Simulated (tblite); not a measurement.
Run record: nudged-elastic-band run, `C=CC[Si@H]([SiH3])O[SiH3]`.

Computed with GFN2-xTB (tblite), gas phase: nudged elastic band of 9 images (0 to 8), spring 0.2 eV/Å², climbing image at the end, force threshold 0.05 eV/Å. No saddle search or frequency run followed, so the top image need not be a first-order saddle, and its height can exceed the method's true barrier by a kcal/mol or more. A driver script takes a list of jobs; this job's settings line and coordinates (Å) are shown. «atoms» counts from 0 and names the dihedral (C2–C3–Si4–O6 when counted from 1); «turn» is the rotation in degrees that makes the guess of the end point.

Command:
```bash
OMP_NUM_THREADS=1 python probes_run.py task.json out
```

Input:
```
{"job": {"kind": "neb", "xc": "GFN2-xTB", "basis": "xTB", "atoms": [1, 2, 3, 5], "turn": 120}, "charge": 0, "multiplicity": 1}
C      1.863461    -1.546056     0.382957
C      1.761691    -0.242820     0.186337
C      1.255170     0.387482    -1.059322
Si    -0.547456     1.003519    -0.802751
Si    -0.746289     2.371575     1.041776
O     -1.489193    -0.301659    -0.555722
Si    -1.854465    -1.824388    -0.143327
H      2.209018    -1.960419     1.314765
H      1.613858    -2.254358    -0.390226
H      2.019710     0.446586     0.982208
H      1.888609     1.231610    -1.334390
H      1.281619    -0.331994    -1.878625
H     -1.025694     1.502882    -2.101499
H      0.325008     3.377054     1.067130
H     -0.664986     1.669694     2.329924
H     -2.004939     3.125154     1.075728
H     -3.314744    -1.848318    -0.169066
H     -1.307128    -2.075323     1.188179
H     -1.273053    -2.720970    -1.141539
```

Output:
```
image   E - E0 / eV
  0      -0.0000
  1       0.0099
  2       0.0324
  3       0.0617
  4       0.0805
  5       0.0762
  6       0.0644
  7       0.0523
  8       0.0400
```

Problem. Read off the barriers.

Solution. The highest image is 4: 0.080 eV (1.86 kcal/mol) above the start and 0.040 eV (0.93 kcal/mol) above the end. The band met its force threshold.

Problem. Which dihedral does each image have?

Solution. 0: -65°, 1: -52°, 2: -37°, 3: -22°, 4: -6°, 5: 9°, 6: 25°, 7: 40°, 8: 55°.

Problem. Give the geometry of the highest image and of the end point.

Solution. 
Image 4:
```
atom  x, y, z in Å
C1      1.881   -1.925   -0.615
C2      1.580   -0.830    0.061
C3      1.417    0.516   -0.542
Si4    -0.454    0.981   -0.686
Si5    -1.020    2.733    0.707
O6     -1.352   -0.310   -0.262
Si7    -1.689   -1.715    0.471
H8      1.952   -2.889   -0.140
H9      2.076   -1.901   -1.675
H10     1.381   -0.892    1.123
H11     1.931    1.258    0.072
H12     1.879    0.536   -1.530
H13    -0.791    1.100   -2.113
H14    -0.024    3.810    0.617
H15    -1.094    2.391    2.134
H16    -2.303    3.362    0.372
H17    -3.125   -1.883    0.270
H18    -1.353   -1.562    1.887
H19    -0.903   -2.770   -0.161
```

Image 8:
```
atom  x, y, z in Å
C1      2.408   -1.520   -1.444
C2      1.684   -1.167   -0.397
C3      1.381    0.235   -0.011
Si4    -0.422    0.706   -0.481
Si5    -1.016    2.785    0.320
O6     -1.438   -0.377    0.191
Si7    -2.075   -1.537    1.121
H8      2.578   -2.551   -1.702
H9      2.870   -0.786   -2.084
H10     1.228   -1.924    0.228
H11     1.513    0.355    1.067
H12     2.070    0.918   -0.507
H13    -0.582    0.448   -1.920
H14     0.047    3.773    0.096
H15    -1.299    2.822    1.761
H16    -2.212    3.329   -0.333
H17    -3.489   -1.567    0.760
H18    -1.861   -1.141    2.514
H19    -1.394   -2.794    0.815
```

Problem. Estimate the wall time. Hardware: an Arm Neoverse V1 with one thread, on a shared host. And the peak memory of the process?

Solution. About 4.5 s, with 0.19 GiB resident at the peak, the Python interpreter and its libraries included.
